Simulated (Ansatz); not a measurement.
N2 (SMILES N#N): geometry of the low-spin state from B3LYP-D3(BJ)/def2-TZVP.
(charge 0, multiplicity 1):
```xyz
2

N      0.00000     0.00000    -0.54546
N      0.00000     0.00000     0.54546
```
The high-spin state stands at its own minimum; R- takes a restricted low-spin state.

The values were computed with Ansatz (an electronic-structure program) with Gaussian orbitals. Each number belongs to the level named beside it.

The gap E(multiplicity 1) − E(multiplicity 3) (kcal/mol) and the share of exact exchange:

```json
[
 {"functional": "R-PBE/def2-TZVPP", "exact exchange (%)": "0", "value": "-149.91"},
 {"functional": "R-PBE0/def2-TZVPP", "exact exchange (%)": "25", "value": "-147.80"},
 {"functional": "R-B3LYP/def2-TZVPP", "exact exchange (%)": "20", "value": "-149.13"},
 {"functional": "R-BHLYP/def2-TZVPP", "exact exchange (%)": "50", "value": "-145.49"},
 {"functional": "R-r2SCAN/def2-TZVPP", "exact exchange (%)": "0", "value": "-145.31"}
]
```

Task: Take the value as linear in the share of exact exchange along PBE and PBE0. Give the slope, say whether the sign turns, and set the other functionals against that line.

Result: 
Slope: (-147.80 − (-149.91))/2.5 = 0.84 kcal/mol for each 10 %. The line keeps its sign from 0 to 100 %. At 50 % it gives -145.7 kcal/mol. From B3LYP to BHLYP the slope is (-145.49 − (-149.13))/3 = 1.21 for each 10 %. BHLYP, at 50 %, lies 0.2 from the PBE line. B3LYP, at 20 %, lies -0.9 from the PBE line. r2SCAN, with none, stands 4.6 from PBE.
